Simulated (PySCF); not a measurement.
## Assigning NMR signals

Structure with atom numbers: `[CH2:1]=[CH:2][c:3]1[cH:4][cH:5][c:6]([CH3:7])[c:8]([F:9])[p:10]1`. Hydrogens are named by the atom that carries them. Ha(C1) is cis to C3; Hb(C1) is trans to C3.

No relativistic terms, one conformer, no solvent model, equivalent nuclei averaged. GIAO PBE0/pcSseg-1 shieldings; structure optimised with GFN2-xTB; PySCF.

Shifts are taken against calculated references (same method and geometry level): TMS for ¹³C and ¹H.

Q: Assign these signals to the numbered atoms. ¹³C{¹H} NMR (computed): δ 208.4, 176.6, 147.8, 140.6, 136.4, 136.3, 121.3, 17.0.

A: 
208.4 → C8, aromatic carbon bearing fluorine: the electronegative substituent deshields the carbon that carries it
176.6 → C3, substituted aromatic carbon
147.8 → C2, alkene CH: an sp2 carbon of a C=C bond
140.6 → C5, aromatic CH
136.4 → C4, aromatic CH: the aromatic region
136.3 → C6, substituted aromatic carbon
121.3 → C1, terminal =CH2 carbon: the olefinic region
17.0 → C7, methyl carbon on an aromatic ring: aliphatic region, no heteroatom directly attached

C4 and C6 lie closer than the usual error of such a calculation, so a measured spectrum could show them in the other order.

Q: Assign these signals to the numbered atoms. ¹H NMR (400 MHz, computed): δ 7.56 (m, 1H), 7.36 (m, 1H), 7.22 (m, 1H), 6.93 (m, 1H), 5.60 (m, 1H), 2.49 (s, 3H).

A: 
```tsv
δ (ppm)	atoms	environment	reason
7.56	H(C5)	hydrogen on an aromatic CH	ring-current deshielding
7.36	H(C4)	hydrogen on an aromatic CH	–
7.22	Ha(C1)	hydrogen on a terminal =CH2 carbon	a vinylic proton, deshielded by the sp2 carbon and the C=C anisotropy
6.93	H(C2)	hydrogen on an alkene CH	a vinylic proton, deshielded by the sp2 carbon and the C=C anisotropy
5.60	Hb(C1)	hydrogen on a terminal =CH2 carbon	attached to an sp2 carbon and in the plane of the double bond
2.49	H(C7)	hydrogen on a methyl carbon on an aromatic ring	benzylic-type position, deshielded by the ring
```

Splittings by ¹⁹F and ³¹P in the carbon and heteronuclear signals aren't shown, as no couplings were computed. Shifts are as computed. Against solution values, carbons near 30 ppm lie about +3 ppm off and those near 130 ppm about +5 ppm. Of 1211 compounds with measured shifts, 218 miss one by over three times the rms of a fit or turn the order of signals round; such compounds aren't used in these exercises. Multiplicities follow the n + 1 count of equivalent neighbours, as no J values were calculated; m marks all less simple cases, F and P coupling included.
